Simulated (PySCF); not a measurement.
C₂HCl₃, charge +1, doublet, geometry from GFN2-xTB of the parent state (a state made from the parent by changing its charge; the spin is typed, not shown lowest); MP2/6-31G (PySCF).

Input for PySCF:
```python
from pyscf import gto, scf, mp

mol = gto.Mole()
mol.atom = '''
    Cl    2.091411    0.254491    0.599493
    C     1.017478   -0.428148   -0.551466
    C    -0.382331   -0.265043   -0.443384
    Cl   -1.121957    1.233019   -0.876281
    Cl   -1.281500   -1.185332    0.706920
    H     1.493902   -0.977863   -1.343147
'''
mol.basis = '6-31g'
mol.charge = 1
mol.spin = 1
mol.verbose = 4
mol.build()

mf = scf.UHF(mol)
mf.kernel()

pt = mp.MP2(mf)
pt.kernel()
print('E(MP2) = %.10f' % pt.e_tot)
```

Problem. Write the output that PySCF gives for this input, abridged.

Solution. 
```
PySCF version 2.14.0

[INPUT] verbose = 4
[INPUT] num. atoms = 6
[INPUT] num. electrons = 63
[INPUT] charge = 1
[INPUT] spin (= nelec alpha-beta = 2S) = 1
[INPUT] symmetry False subgroup None
[INPUT] Mole.unit = angstrom
[INPUT] Symbol           X                Y                Z      unit          X                Y                Z       unit  Magmom
[INPUT]  1 Cl     2.091411000000   0.254491000000   0.599493000000 AA    3.952194003903   0.480918291167   1.132877583594 Bohr   0.0
[INPUT]  2 C      1.017478000000  -0.428148000000  -0.551466000000 AA    1.922754757770  -0.809082460780  -1.042119707009 Bohr   0.0
[INPUT]  3 C     -0.382331000000  -0.265043000000  -0.443384000000 AA   -0.722500878931  -0.500858681233  -0.837874328014 Bohr   0.0
[INPUT]  4 Cl    -1.121957000000   1.233019000000  -0.876281000000 AA   -2.120191453539   2.330068216385  -1.655931098160 Bohr   0.0
[INPUT]  5 Cl    -1.281500000000  -1.185332000000   0.706920000000 AA   -2.421684028630  -2.239952846683   1.335885191978 Bohr   0.0
[INPUT]  6 H      1.493902000000  -0.977863000000  -1.343147000000 AA    2.823065636940  -1.847893257346  -2.538179975031 Bohr   0.0

nuclear repulsion = 316.37710645207
number of shells = 33
number of NR pGTOs = 186
number of NR cGTOs = 59
basis = 6-31g
ecp = {}

******** <class 'pyscf.scf.uhf.UHF'> ********
method = UHF
initial guess = minao
damping factor = 0
level_shift factor = 0
DIIS = <class 'pyscf.scf.diis.CDIIS'>
diis_start_cycle = 1
diis_space = 8
diis_damp = 0
SCF conv_tol = 1e-09
SCF conv_tol_grad = None
SCF max_cycles = 50
direct_scf = True
direct_scf_tol = 1e-13
number electrons alpha = 32  beta = 31
Set gradient conv threshold to 3.16228e-05
init E= -1455.51557386097

cycle= 1 E= -1453.90394141256  delta_E= 1.61  |g|= 0.643  |ddm|= 1.96
cycle= 2 E= -1454.01322093145  delta_E= -0.109  |g|= 0.601  |ddm|= 1.82
cycle= 3 E= -1454.20987819155  delta_E= -0.197  |g|= 0.0537  |ddm|= 0.787
cycle= 4 E= -1454.21387941378  delta_E= -0.004  |g|= 0.0233  |ddm|= 0.149
cycle= 5 E= -1454.21503361407  delta_E= -0.00115  |g|= 0.0118  |ddm|= 0.0774
cycle= 6 E= -1454.21537869603  delta_E= -0.000345  |g|= 0.00554  |ddm|= 0.0414
cycle= 7 E= -1454.21545913642  delta_E= -8.04e-05  |g|= 0.00237  |ddm|= 0.023
cycle= 8 E= -1454.21547610365  delta_E= -1.7e-05  |g|= 0.00119  |ddm|= 0.0105
cycle= 9 E= -1454.21548249222  delta_E= -6.39e-06  |g|= 0.000523  |ddm|= 0.00757
cycle= 10 E= -1454.21548383554  delta_E= -1.34e-06  |g|= 0.000263  |ddm|= 0.00315
cycle= 11 E= -1454.21548417727  delta_E= -3.42e-07  |g|= 0.000156  |ddm|= 0.00134
cycle= 12 E= -1454.215484317  delta_E= -1.4e-07  |g|= 7.31e-05  |ddm|= 0.00102
cycle= 13 E= -1454.21548434456  delta_E= -2.76e-08  |g|= 2.93e-05  |ddm|= 0.00056
cycle= 14 E= -1454.21548434659  delta_E= -2.03e-09  |g|= 1.29e-05  |ddm|= 0.000129
cycle= 15 E= -1454.21548434693  delta_E= -3.44e-10  |g|= 5.43e-06  |ddm|= 6.32e-05
Extra cycle  E= -1454.21548434697  delta_E= -4.37e-11  |g|= 3.41e-06  |ddm|= 1.17e-05
converged SCF energy = -1454.21548434697  <S^2> = 0.77053619  2S+1 = 2.0204318

******** <class 'pyscf.mp.ump2.UMP2'> ********
nocc = (np.int64(32), np.int64(31)), nmo = (59, 59)
E(UMP2) = -1454.52605963873  E_corr = -0.310575291759583
E(SCS-UMP2) = -1454.51722383489  E_corr = -0.301739487918671
E_corr(same-spin) = -0.0818663794532642
E_corr(oppo-spin) = -0.228708912306319
E(MP2) = -1454.5260596387
```
